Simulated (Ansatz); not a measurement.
Consider the ligand exchange at the Si–S bond: `C[SiH](Cl)S[SiH2]Cl` + `S[Si](Cl)(Cl)Cl` → `Cl[SiH2]S[Si](Cl)(Cl)Cl` + `C[SiH](S)Cl`.

Computed with Ansatz on PBE0-D4/def2-TZVP structures; ΔE is electronic, products minus reactants. CBS: MP2 limit from def2 TZ/QZ plus the TZ coupled-cluster correction, frozen cores. One conformer a species, not always the lowest.

`C[SiH](Cl)S[SiH2]Cl`:

```xyz
12

C    -1.122   -1.726    1.289
Si   -0.028   -0.346    0.717
Cl   -0.624    1.427    1.578
S    -0.207   -0.249   -1.412
Si    0.832    1.555   -1.838
Cl    2.737    1.550   -1.073
H    -2.161   -1.533    1.015
H    -1.060   -1.825    2.375
H    -0.808   -2.668    0.834
H     1.387   -0.536    1.100
H     0.140    2.730   -1.272
H     0.915    1.622   -3.313
```

`S[Si](Cl)(Cl)Cl`:

Z-matrix (Å, degrees):
```
Si
Cl 1 2.027
Cl 1 2.033 2 109.6
S 1 2.105 2 106.1 3 121.4
Cl 1 2.033 2 109.6 3 -117.3
H 4 1.346 1 93.0 2 180.0
```

`Cl[SiH2]S[Si](Cl)(Cl)Cl`:

Z-matrix (Å, degrees):
```
Si
S 1 2.138
Cl 1 2.044 2 112.6
H 1 1.478 2 103.5 3 117.9
H 1 1.475 2 111.2 3 -121.3
Si 2 2.111 1 102.3 3 57.5
Cl 6 2.028 2 106.6 1 157.4
Cl 6 2.027 2 112.0 1 -84.1
Cl 6 2.033 2 112.3 1 37.6
```

`C[SiH](S)Cl`:

Z-matrix (Å, degrees):
```
C
Si 1 1.855
H 1 1.092 2 110.1
H 1 1.092 2 110.6 3 -120.1
H 1 1.092 2 110.2 3 120.3
S 2 2.127 1 112.6 3 58.6
Cl 2 2.062 1 107.8 3 -178.0
H 2 1.480 1 113.1 3 -59.4
H 6 1.344 2 94.4 1 51.7
```

```csv
level,ΔE (kJ/mol)
CCSD/def2-TZVPP,4.9
SCS-MP2/def2-QZVPP,3.9
```

**Question.** What does CCSD(T)/CBS give? (Best estimate.)

**Answer.** Computed: +3.7 kJ/mol. The listed levels differ from it by 1.2, 0.2 kJ/mol.

Largest T1 diagnostic among the species: 0.010.

In def2-TZVPP, CCSD(T) changes the Hartree–Fock value by −3.2 kJ/mol (the triples alone add −0.7 kJ/mol) and MP2 by −3.9 kJ/mol. The D4 term adds −3.6 kJ/mol with B3LYP and −2.2 kJ/mol with PBE0; it sums over pairs of atoms, weighted by their polarisabilities, and B3LYP, whose exchange is more repulsive, gets the larger term.

B3LYP here is the variant with VWN-RPA as its local correlation; programs differ in this.
